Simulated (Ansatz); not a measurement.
Reaction (ligand exchange at the Al–I bond): `[OH][AlH][I]` + `C[SeH]` → `C[Se][AlH][OH]` + HI

Isolated molecules relaxed with PBE0-D4/def2-TZVP in Ansatz; ΔE leaves out vibrations. CCSD(T)/CBS is the MP2 limit (def2-TZVPP, def2-QZVPP) plus CCSD(T) − MP2 in def2-TZVPP, frozen cores. Functionals use def2-TZVPP. Elements past krypton have def2 core potentials. For I, Se outer-core shells are correlated without core-valence functions, which leaves a few kJ/mol of doubt a bond. Scalar relativity is left out up to krypton. One conformer a species, not always the lowest.

| level | ΔE (kcal/mol) | difference from CCSD(T)/CBS |
| --- | --- | --- |
| PBE-D4 | 8.9 | -1.0 |
| r2SCAN-D4 | 9.8 | -0.1 |
| ωB97X-V | 10.2 | 0.3 |
| B2PLYP | 10.2 | 0.3 |
| PBE | 9.3 | -0.6 |
| PBE0 | 10.1 | 0.2 |
| SCS-MP2/def2-TZVPP | 10.4 | 0.5 |
| HF/def2-QZVPP | 12.6 | 2.7 |
| MP2/def2-QZVPP | 10.7 | 0.8 |
| SCS-MP2/def2-QZVPP | 10.7 | 0.8 |
| CCSD(T)/CBS | 9.9 | 0 |

Largest T1 diagnostic among the species: 0.010.

In def2-TZVPP, CCSD(T) changes the Hartree–Fock value by −3.1 kcal/mol (the triples alone add −0.4 kcal/mol) and MP2 by −2.2 kcal/mol. From PBE to PBE0 (25 % exact exchange), in def2-TZVPP and without D4, ΔE moves by +0.8 kcal/mol.
